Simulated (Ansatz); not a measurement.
`OCCN[SiH3]` + `S[SiH2]S` → `OCS[SiH2]S` + `CN[SiH3]`  (substitution at a C–C bond)

Isolated molecules relaxed with PBE0-D4/def2-TZVP in Ansatz; ΔE leaves out vibrations. CCSD(T)/CBS is the MP2 limit (def2-TZVPP, def2-QZVPP) plus CCSD(T) − MP2 in def2-TZVPP, frozen cores. Each species was taken in one conformer, which may not be the lowest.

| species | HF/def2-QZVPP energy (Eh) |
| --- | --- |
| `OCCN[SiH3]` | -499.34459 |
| `S[SiH2]S` | -1086.45090 |
| `OCS[SiH2]S` | -1200.38459 |
| `CN[SiH3]` | -385.39988 |

Q: Work out ΔE.

A: ΔE = (-1200.38459) + (-385.39988) − (-499.34459) − (-1086.45090) = 0.01102 Eh = +28.9 kJ/mol. CCSD(T)/CBS gives +13.8 kJ/mol.

Largest T1 diagnostic among the species: 0.012.

From PBE to PBE0 (25 % exact exchange), in def2-TZVPP and without D4, ΔE moves by +6.3 kJ/mol. In def2-TZVPP, CCSD(T) changes the Hartree–Fock value by −12.0 kJ/mol (the triples alone add −4.4 kJ/mol) and MP2 by −15.1 kJ/mol.
